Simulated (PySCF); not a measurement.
1-(chloromethyl)-1-methylcyclopropane (C5H9Cl), SMILES CC1(CC1)CCl. Atoms are numbered in the order given.

```xyz
15

C      1.4625     0.2699    -1.0348
C      0.4118    -0.5252    -0.3010
C     -0.0009     0.0362     1.0296
Cl    -0.8491     1.6128     0.8640
C     -0.6436    -1.2382    -1.0952
C      0.4283    -2.0288    -0.4047
H      1.7062    -0.1935    -2.0018
H      1.1039     1.2931    -1.2250
H      2.3923     0.3370    -0.4466
H     -0.6941    -0.6371     1.5516
H      0.8692     0.2167     1.6774
H     -1.6576    -1.2698    -0.6868
H     -0.6034    -1.1492    -2.1840
H      0.1527    -2.6161     0.4761
H      1.2167    -2.4814    -1.0124
```
Charge 0, spin multiplicity 1.

Coordinates come from a PBE0-D3(BJ)/def2-SVP optimisation. One conformer was computed; it need not be the lowest.

All values below come from PBE/def2-TZVP (PySCF).

Gas-phase values at a fixed geometry.

Task: Estimate the frontier levels, gap, dipole moment and polarisability. (The exact figures need the calculation; the answer reports its results.)

Result: 
```
Quantity                                                                                                       Result
---------------------------------------------------------------------------------------------  ----------------------
highest occupied level                                                                                       -6.77 eV
lowest empty level                                                                                           -0.17 eV
orbital gap                                                                                                   6.60 eV
dipole moment                                                                                                  1.98 D
quadrupole, principal values (traceless, Buckingham form, about the centre of nuclear charge)   -4.46, 0.90, 3.55 D·Å
mean static polarisability                                                                      72.4 bohr³ (10.73 Å³)
polarisability, principal values                                                               65.5, 67.7, 83.9 bohr³
```
